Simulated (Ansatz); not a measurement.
The first iterations of a band of CH$_{2}$SeSi (5 atoms, charge 0, multiplicity 1).

Method: UKS PBE-D4/def2-SVP in Ansatz 0.2.0.

- movable images: 7
- climbing image: yes
- spring: 5.0 eV/Å²
- optimiser: quadratic models (default)
- start path: through a guess of the saddle point
- force threshold: 0.03 eV/Å
- iteration limit: 30
- end points: relaxed

Initial state:

```xyz
5
Properties=species:S:1:pos:R:3
C -0.333 -0.583 0.051
Si 0.253 0.816 -1.017
Se 1.377 -0.926 0.538
H -1.199 -1.188 0.379
H -0.098 1.882 0.048
```

Final state:

```xyz
5
Properties=species:S:1:pos:R:3
C 0.404 -0.522 1.472
Si -0.356 0.233 -0.139
Se 1.588 -0.930 0.055
H -1.439 -0.463 -0.904
H -0.196 1.682 -0.483
```

| iteration | highest image above the first end (eV) | largest band force component (eV/Å) |
| --- | --- | --- |
| 1 | 3.749 | 6.655 |
| 2 | 2.856 | 2.684 |
| 3 | 2.782 | 1.982 |
| 4 | 2.976 | 3.371 |

**Question.** Does the band converge within its limit, and where does its top end?

**Answer.** The forces met the threshold. It ended after 12 iterations with the highest image 2.822 eV above the first end. A vibrational analysis at the climbing image gives one clearly imaginary mode, 1054i cm⁻¹: a first-order saddle point. The orbitals were unrestricted but ended closed-shell.

The run took 9.9 min on 2 threads of AMD EPYC (Zen 3), with other jobs on the host, peak memory 0.17 GiB.
